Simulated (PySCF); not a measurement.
Functional dependence of a UV spectrum

C3H8BrGeN.
SMILES: `[NH2][Ge@H]([Br])[CH]1CC1`

Linear-response calculations in the def2-SVPD basis (PySCF; singlets by full response, triplets Tamm–Dancoff, core orbitals frozen in the response; HF means time-dependent Hartree–Fock). 'Strongest' is the level of largest summed f among the singlets computed (10 roots, of which the last may lack a degenerate partner); it can jump between rows when another state enters that window. S1 is the lowest singlet of each run and needn't be the same state throughout; f(S1) is that of one state. The structure is a single PBE0-D3(BJ)/def2-SVP conformer in the gas phase; no vibrational or solvent corrections. The LDA/def2-SVPD calculation is non-relativistic and has no spin–orbit coupling, an omission that weighs most on bromine and germanium.

```json
{"functional": "LDA", "kind": "LDA", "S1 (eV)": "5.12", "f(S1)": "0.005", "strongest (eV)": "6.59", "T1 (eV)": "5.01", "HOMO (eV)": "-6.39", "gap (eV)": "5.06", "ionisation energy, ΔSCF (eV)": "9.59"}
{"functional": "PBE", "kind": "GGA", "S1 (eV)": "5.21", "f(S1)": "0.005", "strongest (eV)": "6.64", "T1 (eV)": "5.08", "HOMO (eV)": "-6.24", "gap (eV)": "5.16", "ionisation energy, ΔSCF (eV)": "9.42"}
{"functional": "B3LYP", "kind": "global hybrid, 20% exact exchange", "S1 (eV)": "5.89", "f(S1)": "0.007", "strongest (eV)": "7.26", "T1 (eV)": "5.67", "HOMO (eV)": "-7.40", "gap (eV)": "6.91", "ionisation energy, ΔSCF (eV)": "9.43"}
{"functional": "BHandHLYP", "kind": "global hybrid, 50% exact exchange", "S1 (eV)": "6.67", "f(S1)": "0.012", "strongest (eV)": "8.20", "T1 (eV)": "6.25", "HOMO (eV)": "-8.91", "gap (eV)": "9.46", "ionisation energy, ΔSCF (eV)": "9.70"}
{"functional": "CAM-B3LYP", "kind": "range-separated hybrid", "S1 (eV)": "6.36", "f(S1)": "0.006", "strongest (eV)": "7.95", "T1 (eV)": "6.00", "HOMO (eV)": "-9.04", "gap (eV)": "9.68", "ionisation energy, ΔSCF (eV)": "9.79"}
{"functional": "wB97X-D", "kind": "range-separated hybrid", "S1 (eV)": "6.46", "f(S1)": "0.008", "strongest (eV)": "7.95", "T1 (eV)": "6.13", "HOMO (eV)": "-9.55", "gap (eV)": "10.98", "ionisation energy, ΔSCF (eV)": "9.74"}
{"functional": "LC-wPBE", "kind": "range-separated hybrid", "S1 (eV)": "6.79", "f(S1)": "0.013", "strongest (eV)": "8.70", "T1 (eV)": "6.31", "HOMO (eV)": "-10.41", "gap (eV)": "12.14", "ionisation energy, ΔSCF (eV)": "10.02"}
{"functional": "HF", "kind": "Hartree–Fock", "S1 (eV)": "7.57", "f(S1)": "0.017", "strongest (eV)": "9.03", "T1 (eV)": "7.01", "HOMO (eV)": "-10.76", "gap (eV)": "12.91", "ionisation energy, ΔSCF (eV)": "not settled"}
```

Question: What does PBE0 (global hybrid, 25% exact exchange) give?

Answer: S1 (eV) 6.10, f(S1) 0.006, strongest (eV) 7.55, T1 (eV) 5.84, HOMO (eV) -7.64, gap (eV) 7.42, ionisation energy, ΔSCF (eV) 9.49. S1 runs from 5.12 eV (LDA) to 7.57 eV (HF), a spread of 2.45 eV, while the orbital gap spreads over 7.8 eV. Along PBE (0%), B3LYP (20%), PBE0 (25%), BHandHLYP (50%), HF (100%) S1 rises with the share of exact exchange. −ε(HOMO) comes closest to its own ΔSCF ionisation energy with wB97X-D (-0.19 eV) and misses most with LDA (-3.20 eV). 'Not settled' means that the ion's SCF failed to converge or may have ended in another state than the lowest.
